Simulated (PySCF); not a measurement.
PySCF 2.14 output of a UHF calculation on a single atom or ion in x2c-QZVPPall with one added diffuse shell each of s, p, d, f type (8s5p4d3f1g, 73 functions), with scalar relativity by spin-free X2C-1e:

```
SCF conv_tol = 1e-09
number electrons alpha = 5  beta = 2
cycle= 1 E= -124.247729298499  delta_E= -1.99e-13  |g|= 1.52e-07  |ddm|= 6.28e-07
converged SCF energy = -124.247729298499  <S^2> = 3.7528389  2S+1 = 4.0014192
```

The run itself started from symmetry-adapted Hartree-Fock orbitals and held the occupation by maximum overlap, so the iterations belong to that start.

Problem. Which element, charge and spin multiplicity is this?

Solution. Ne(3+) (neon, charge +3), multiplicity 4; the state was [He] 2s2 2p3, high-spin 4S determinant.
